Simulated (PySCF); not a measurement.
Vertical excitations of a molecule C6H6 from PySCF 2.14.0 with TDA-PBE/def2-SVPD, as energy in eV (oscillator strength): 4.65 (0.000), 4.81 (0.021), 5.27 (0.303), 5.78 (0.000), 5.98 (0.223), 6.25 (0.000), 6.28 (0.001), 6.54 (0.000), 6.62 (0.012), 6.82 (0.001). Lowest triplet (TDA): 2.88 eV. Geometry: B3LYP-D3(BJ)/def2-SVP. Other conformers were not sampled.

Pick the molecule that these values belong to.
A. C#CC1=CCC1
B. C=C=CC#CC
C. C#CC(=C)C=C
D. C#CCC#CC

C, C#CC(=C)C=C
